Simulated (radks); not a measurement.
Values are calculated unless marked as measured or tabulated.
These are the eigenvalues of the occupied orbitals of an atom or ion with whole-number occupations (hartree). Code: a radial shooting solver on a logarithmic mesh with Libxc functionals. Model: scalar-relativistic Kohn-Sham, LB94 model potential, spin-polarised, spherical densities, finite nucleus; Fermi nuclear charge, rms radius of each element as measured or else 0.836 A^(1/3) + 0.57 fm.

| orbital | eigenvalue |
|---|---|
| 1s down | -1619.995 |
| 1s up | -1619.990 |
| 2s up | -278.2098 |
| 2s down | -278.1780 |
| 2p up | -250.9101 |
| 2p down | -250.8932 |
| 3s up | -74.77683 |
| 3s down | -74.75539 |
| 3p up | -66.14505 |
| 3p down | -66.11686 |
| 3d up | -54.21251 |
| 3d down | -54.14899 |
| 4s up | -27.98168 |
| 4s down | -27.81276 |
| 4p up | -24.99985 |
| 4p down | -24.82212 |
| 4d up | -20.75736 |

Which element is it, and in what charge state? The configuration may be excited. Open shells, if any, are filled with parallel spins first.

Answer. Z = 60, neodymium, charge +19: Nd19+ in [Kr] 4d5. The list shows which subshells hold electrons but not how many an open one holds; the 1s level, -1620 hartree, gives Z - s = 56.9 by -(Z - s)^2/2, which with screening and relativity narrows Z to a few neighbours, and the depths of the outer levels then fix element, charge and occupations together.
